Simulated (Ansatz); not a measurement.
CdFH (SMILES [F][CdH]) moved off its minimum; all values from Ansatz (a program for electronic structure), cores frozen in correlated methods. Elements past Kr take the def2 small-core potentials, without spin–orbit coupling.
(charge 0, multiplicity 1)
```xyz
3

Cd    -0.00394     0.00155    -0.29300
H      0.01663     0.00747    -1.88504
F      0.02713     0.00498     1.66610
```

Problem. Give the forces (eV/Å), the total energy and the dipole at CCSD(T)/def2-TZVPPD.

Solution. 
```
atom      Fx      Fy      Fz
----  ------  ------  ------
Cd1    0.060   0.010   0.938
H2    -0.027  -0.004  -0.598
F3    -0.033  -0.006  -0.340
```
Energy -267.6440 hartree, dipole 2.81 D.
